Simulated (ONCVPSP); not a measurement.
# Before and after: ONCV potential for sulfur

| Property | Result |
| --- | --- |
| Element | sulfur |
| Generator | ONCVPSP 4.0.1 |
| Type | optimised norm-conserving Vanderbilt (ONCV) |
| Functional | PBE |
| Relativity | scalar-relativistic |
| Frozen core | [He] |
| Valence charge | 14 |
| Reference configuration | 2s2 2p6 3s1 3p5 |
| Partial waves | 2s+3s: rc 0.80 bohr, ncon 5, nbas 9, qcut 15.1 1/bohr, 2 projectors; 2p+3p: rc 0.65 bohr, ncon 4, nbas 8, qcut 27 1/bohr, 2 projectors; d scattering state at 0.23 Ha: rc 0.80 bohr, ncon 4, nbas 8, qcut 13.2 1/bohr, 2 projectors, debl 1.5 Ha |
| Local potential | polynomial inside 0.65 bohr (lpopt 5, dvloc0 2 Ha) |
| Core correction | Teter function, fcfact 2.75, rcfact 1.4 |

Change: d: rc 0.6; local potential polynomial inside 0.60 bohr (lpopt 5, dvloc0 2 Ha).

Cutoffs: the cutoffs (Ha) at which the residual kinetic energy of the hardest occupied pseudo-wave falls to 1 and 0.1 mHa per electron; they do not see the model core or the augmentation charge, which bear on the density cutoff. Errors are all-electron minus pseudo energies relative to the spin-unpolarised reference configuration.

Question: What does the change do?

Answer: The potential gets neither clearly harder nor softer (229 Ha and 264 Ha → 229 Ha and 264 Ha); of the 4 tests that both files solve, the error grows in 3 and shrinks in 0 by more than 15 % and 0.3 meV (median size 1.9 → 5.2 meV); neither file shows a bound ghost. That the errors move this way runs against the usual rule that smaller radii transfer better.

```csv
quantity,base,changed
"cutoff, loose",229 Ha,229 Ha
"cutoff, tight",264 Ha,264 Ha
bound ghosts,none,none
GHOST(+) flags under 300 eV,none,none
"error for 2s2 2p6 3s2 3p4, meV [ΔE -10.31 eV]",+0.9,+4.3
"error for 2s2 2p6 3s2 3p3, meV [ΔE 1.46 eV]",+2.9,+6.1
"error for 2s2 2p6 3s2 3p2, meV [ΔE 23.74 eV]",+6.8,+9.7
"error for 2s2 2p6 3s1 3p4, meV [ΔE 12.34 eV]",+0.9,+0.9
s: phases at 0.81 bohr within 0.05 rad from the reference energy up to (Ha; the scan ends near 5),to the end of the scan,to the end of the scan
p: phases at 0.66 bohr within 0.05 rad from the reference energy up to (Ha; the scan ends near 5),to the end of the scan,to the end of the scan
"rms error of d²Exc/dni dnj with the model core, mHa",2.55,2.53
```
